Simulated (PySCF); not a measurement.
A structure optimised at PBE0-D3(BJ)/def2-SVP, used in a PySCF frequency run:

```xyz
11

C     -0.6587    -3.0249     0.0000
C     -0.2854    -1.8698     0.0000
C      0.2051    -0.5279     0.0000
C      1.6919    -0.3345     0.0000
C     -0.7002     0.4702     0.0000
Cl    -0.2924     2.1400     0.0000
H     -0.9993    -4.0437     0.0000
H      2.1380    -0.8124    -0.8858
H      2.1380    -0.8124     0.8858
H      1.9515     0.7312     0.0000
H     -1.7744     0.2780     0.0000
```
Charge 0, spin multiplicity 1.

Task: Write its SMILES, formula and point group.

Result: C#C/C(C)=C/Cl, C5H5Cl, Cs

Task: What are its rotational constants (standard atomic weights)?

Result: 7.3617, 1.4819, 1.2432 GHz
